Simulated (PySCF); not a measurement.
**Ir⁷⁵⁺ (iridium, charge +75): Hartree-Fock from Schrödinger to Dirac-Coulomb-Breit**

Occupied: 1s1/2. Hartree-Fock calculated with PySCF 2.14 in an even-tempered Gaussian basis (18 s from 21 bohr⁻², ratio 2.3; 15 p from 25 bohr⁻², ratio 2.3), Gaussian nucleus throughout. NR is non-relativistic, sf-X2C the spin-free one-electron X2C Hamiltonian, X2C adds the bare one-electron spin-orbit term, X2C-SNSO screens it by Boettger's factors, DC is four-component Dirac-Coulomb, and the Gaunt and Breit terms are added at first order (total energies over the DC spinors, levels after relaxing the spinors in that mean field). QED terms are absent. Levels marked empty are virtual spinors of this ion.

| level (eV) | NR | sf-X2C | X2C | X2C-SNSO |
| --- | --- | --- | --- | --- |
| 1s1/2 | -79356.7 | -86669.6 | -86669.6 | -86669.6 |
| 2s1/2 (empty) | -19339.3 | -21587.0 | -21587.0 | -21587.0 |
| 2p1/2 (empty) | -19195.0 | -20070.4 | -21412.6 | -21391.6 |
| 2p3/2 (empty) | -19195.0 | -20070.4 | -19549.5 | -19555.8 |
| 3s1/2 (empty) | -8559.6 | -9339.3 | -9339.3 | -9339.3 |

Problem. Where do the four-component calculations put these levels?

Solution. 1s1/2: DC -86762.2, DC+Gaunt -86581.5, DC+Breit -86581.5; 2s1/2 (empty): DC -21597.8, DC+Gaunt -21577.0, DC+Breit -21579.6; 2p1/2 (empty): DC -21387.4, DC+Gaunt -21344.0, DC+Breit -21349.9; 2p3/2 (empty): DC -19562.7, DC+Gaunt -19542.2, DC+Breit -19548.2; 3s1/2 (empty): DC -9342.4, DC+Gaunt -9336.6, DC+Breit -9337.4 (eV).

```
Hamiltonian  E (hartree)  E − E(DC) (hartree)  CPU seconds
         NR   -5880.5068             551.2415         0.53
     sf-X2C   -6428.3219               3.4264         0.32
        X2C   -6428.3219               3.4264         0.32
   X2C-SNSO   -6428.3219               3.4264         0.32
         DC   -6431.7483               0.0000          6.1
   DC+Gaunt   -6425.0621               6.6862          9.8
   DC+Breit   -6425.0621               6.6862           93
```

Weight of the small component: 1s1/2 0.0856, 2s1/2 0.0212, 2p1/2 0.0211, 2p3/2 0.0193, 3s1/2 0.00917.

Koopmans' value for the highest occupied level at DC+Breit: 86581.5 eV, against an ionisation energy of 86442.44 ± 0.25 eV (theoretical estimate listed by NIST; NIST Atomic Spectra Database, ionization energies); the former lacks relaxation, correlation, QED and recoil.

The whole ladder took 110 s of wall time on 1 thread of Neoverse-N1 (shared host), launched as `OMP_NUM_THREADS=1 python relrun2.py TASK.json OUT` (a driver that calls PySCF for each Hamiltonian).

Dirac-Coulomb iterations, started from the X2C spinors:

```
with_ssss True, with_gaunt False, with_breit False
light speed = 137.03599967994
init E= -6343.22514771048
cycle= 1 E= -6431.7480089532  delta_E= -88.5  |g|= 2.94  |ddm|= 0.0677
cycle= 2 E= -6431.74827426851  delta_E= -0.000265  |g|= 0.00529  |ddm|= 0.000219
cycle= 3 E= -6431.74827427037  delta_E= -1.87e-09  |g|= 8.54e-06  |ddm|= 1.13e-06
```
